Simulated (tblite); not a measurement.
Species: C4H10O2Si.
Geometry (GFN2-xTB, Å), atoms numbered from 1 in this order:
```xyz
17
C4H10O2Si angstrom
C      0.341    1.703   -0.426
C     -0.122    0.463   -0.497
C     -1.566    0.119   -0.749
C     -2.207   -0.484    0.500
O      0.647   -0.638   -0.328
Si     2.226   -0.905   -0.034
O      2.786   -0.217    1.327
H     -0.310    2.545   -0.568
H      1.379    1.903   -0.234
H     -1.611   -0.611   -1.561
H     -2.105    1.015   -1.054
H     -2.193    0.234    1.317
H     -3.239   -0.764    0.301
H     -1.659   -1.371    0.808
H      3.118   -0.318   -1.020
H      2.169   -2.357    0.043
H      2.339   -0.305    2.165
```

Calculated harmonic vibrations of the isolated species, GFN2-xTB (tblite), most abundant isotopes, no scaling. Errors from tens to a few hundred cm⁻¹ against measured bands are possible. Modes of hydrogen on silicon can be 10 to 20 % off. One conformer, not necessarily the lowest.

Harmonic wavenumbers (cm⁻¹): 33.0, 48.8, 73.4, 138.6, 204.2, 222.4, 232.5, 294.4, 369.2, 467.5, 565.0, 599.5, 627.5, 702.7, 714.4, 759.5, 782.2, 802.8, 829.9, 846.3, 876.8, 909.8, 1009.8, 1058.6, 1086.0, 1092.6, 1232.1, 1264.9, 1314.9, 1397.5, 1404.8, 1466.8, 1497.6, 1503.2, 1714.3, 2324.6, 2345.4, 2973.7, 3003.0, 3033.7, 3036.9, 3043.8, 3124.6, 3160.1, 3666.8.

A = 3974, B = 1192, C = 1093 MHz; mass 118.045 u (most abundant isotopes); point group C1, symmetry number 1.

**Question.** What is the zero-point energy?

**Answer.** Half the sum of the wavenumbers: 28928 cm⁻¹ = 346.06 kJ/mol.

**Question.** What is S at 500 K and 1 bar for an ideal gas of classical rigid rotors and harmonic oscillators?

**Answer.** Translation 179.11, rotation 125.78, vibration 206.39: S = 511.3 J/(mol K).

**Question.** And Cp and H(500 K) − H(0)?

**Answer.** Cp = 221.27 J/(mol K), of which vibrations give 188.02 (their classical limit is 45 R = 374.2); H(500 K) − H(0) = 67.09 kJ/mol without the zero-point energy, 50.46 from vibrations.

**Question.** Which modes carry the vibrational entropy at 500 K?

**Answer.** 33.0 cm⁻¹: 27.89; 48.8 cm⁻¹: 24.64; 73.4 cm⁻¹: 21.26; 138.6 cm⁻¹: 16.01; 204.2 cm⁻¹: 12.85; 222.4 cm⁻¹: 12.17 J/(mol K); the other 39 give 91.57 together.

**Question.** What must be added to the electronic energy to get the Gibbs energy at 500 K and 1 bar?

**Answer.** ZPE + [H(500 K) − H(0)] − T·S = 346.06 + 67.09 − 255.64 = 157.51 kJ/mol.

**Question.** Blend soft modes into free rotors: weight 1/[1 + (100 cm⁻¹/ν̃)⁴] for the oscillator and the rest for a rotor with moment μB/(μ + B), μ = h/(8π²ν), B = 10⁻⁴⁴ kg m². What vibrational entropy results?

**Answer.** 184.71 J/(mol K) in place of 206.39, which changes −T·S at 500 K by +10.84 kJ/mol.

**Question.** How do the functions run with temperature in this model?

**Answer.** 
```csv
T (K),S (J/(mol K)),Cp (J/(mol K)),H − H(0) (kJ/mol),G − H(0) (kJ/mol),ln q(vib)
50,248.1,58.4,2.27,-10.14,0.92
100,295.1,78.9,5.72,-23.79,2.38
298.15,414.5,154.8,28.71,-94.86,7.67
373.15,452.2,182.4,41.38,-127.38,9.56
750,611.9,274.4,129.56,-329.34,18.52
1000,695.9,309.3,202.79,-493.10,23.87
```

q(vib) and H(0) count from the zero-point level.

Hindered rotation and anharmonicity are outside this model. Other conformers, if any are populated, would add a mixing term that is left out. The structure is chiral; the term R ln 2 for an equal mix with its mirror image is left out.
